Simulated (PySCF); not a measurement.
Gas-phase reaction: SnH₄ + 3 SnCl₄ ⇌ 4 SnHCl₃

Computed with PySCF and rigid-rotor harmonic-oscillator thermochemistry at 1 bar. † marks an energy on the PBE0/def2-TZVP geometry and frequencies; other levels use their own. MP2 and CCSD(T) freeze the core. All species are closed-shell singlets. B3LYP is the form with VWN-RPA correlation. Sn: scalar-relativistic def2 core potential, no spin-orbit coupling. SnHCl₃: computed as isolated molecules; such fragments, hydroxides, amides, oligomers or adducts are transient or little studied in the gas. MP2 isn't extrapolated to the basis-set limit; its ΔH°(298 K) is -22.0 kJ in def2-SVP and -29.6 kJ in def2-TZVPP. CCSD(T) isn't extrapolated to the basis-set limit; its ΔH°(298 K) is -22.4 kJ in def2-SVP and -30.9 kJ in def2-TZVPP. The harmonic model lacks anharmonicity and excited electronic states, which grow with temperature; levels with a mode under 35 cm⁻¹ are left out. Soft modes under 120 cm⁻¹ make the harmonic entropy rough for SnCl₄, SnHCl₃.

```json
[
 {"level": "B3LYP/def2-TZVP†", "ΔE electronic, kJ": "-45", "ΔH°(298 K), kJ": "-44", "ΔS°(298 K), J/K": "50", "ΔG°(2500 K), kJ": "-169"},
 {"level": "CCSD(T)/def2-SVP†", "ΔE electronic, kJ": "-23", "ΔH°(298 K), kJ": "-22", "ΔS°(298 K), J/K": "50", "ΔG°(2500 K), kJ": "-147"},
 {"level": "CCSD(T)/def2-TZVPP†", "ΔE electronic, kJ": "-32", "ΔH°(298 K), kJ": "-31", "ΔS°(298 K), J/K": "50", "ΔG°(2500 K), kJ": "-155"},
 {"level": "HF/def2-TZVP†", "ΔE electronic, kJ": "-53", "ΔH°(298 K), kJ": "-52", "ΔS°(298 K), J/K": "50", "ΔG°(2500 K), kJ": "-176"},
 {"level": "M06-2X/def2-TZVP†", "ΔE electronic, kJ": "-50", "ΔH°(298 K), kJ": "-49", "ΔS°(298 K), J/K": "50", "ΔG°(2500 K), kJ": "-173"},
 {"level": "MP2/def2-SVP†", "ΔE electronic, kJ": "-23", "ΔH°(298 K), kJ": "-22", "ΔS°(298 K), J/K": "50", "ΔG°(2500 K), kJ": "-146"},
 {"level": "PBE/def2-TZVP†", "ΔE electronic, kJ": "-41", "ΔH°(298 K), kJ": "-40", "ΔS°(298 K), J/K": "50", "ΔG°(2500 K), kJ": "-164"},
 {"level": "PBE0/def2-QZVP†", "ΔE electronic, kJ": "-44", "ΔH°(298 K), kJ": "-43", "ΔS°(298 K), J/K": "50", "ΔG°(2500 K), kJ": "-167"},
 {"level": "PBE0/def2-TZVP", "ΔE electronic, kJ": "-43", "ΔH°(298 K), kJ": "-42", "ΔS°(298 K), J/K": "50", "ΔG°(2500 K), kJ": "-166"},
 {"level": "LDA/def2-TZVP†", "ΔE electronic, kJ": "-36", "ΔH°(298 K), kJ": "-36", "ΔS°(298 K), J/K": "50", "ΔG°(2500 K), kJ": "-160"},
 {"level": "ωB97X-V/def2-TZVP†", "ΔE electronic, kJ": "-40", "ΔH°(298 K), kJ": "-39", "ΔS°(298 K), J/K": "50", "ΔG°(2500 K), kJ": "-163"}
]
```
ΔH° is lowest at HF/def2-TZVP† and highest at MP2/def2-SVP†. No reference value is set beside these.
